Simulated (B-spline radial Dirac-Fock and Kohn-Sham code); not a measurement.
# 4p1/2 photoionisation of Tc⁷⁺ near threshold

System: Tc⁷⁺ in the configuration 1s2 2s2 2p6 3s2 3p6 3d10 4s2 4p6. The computed 4p1/2 threshold is 153.4 eV; without correlation, outer thresholds are uncertain by 1 to 2 eV.

Input file task.json (cfg lists n, l and occupation; rrms is the nuclear radius in fm):

```json
{"items": [{
  "Z": 43,
  "q": 7,
  "cfg": [[1, 0, 2], [2, 0, 2], [2, 1, 6], [3, 0, 2], [3, 1, 6], [3, 2, 10], [4, 0, 2], [4, 1, 6]],
  "A": 97,
  "rrms": 4.4112,
  "do": ["binding", "quiet", "photo", "scan"],
  "hv": [100, 150, 172.0, 232.0, 300, 374.0, 413.0, 2984.4, 4000, 9251.7, 12000, 14000.0, 16500.0, 17479.3, 25200.0, 69600.0]
}]}
```

Run with: `python xray_run.py task.json out`

Calculated with a radial B-spline solver, using independent-particle photoionisation in a Dirac-Hartree-Slater potential with a Latter tail, all multipoles, thresholds from Dirac-Fock ΔSCF. Interchannel coupling and autoionising resonances are not included, so magnitudes near threshold are approximate.

```csv
kinetic energy (eV),σ (Mb),β
1.5,0.155,-0.22
2.3,0.155,-0.17
3.7,0.155,-0.12
5.7,0.154,-0.05
9.0,0.153,0.05
14.0,0.152,0.17
21.9,0.150,0.33
34.2,0.146,0.52
53.5,0.138,0.75
83.7,0.125,0.99
130.9,0.104,1.23
204.6,0.0783,1.42
319.9,0.0526,1.56
```

The cross section shows no minimum in this range. It is largest at the lowest energy, 0.155 Mb. β ranges from -0.22 (at 1.5 eV) to 1.61.
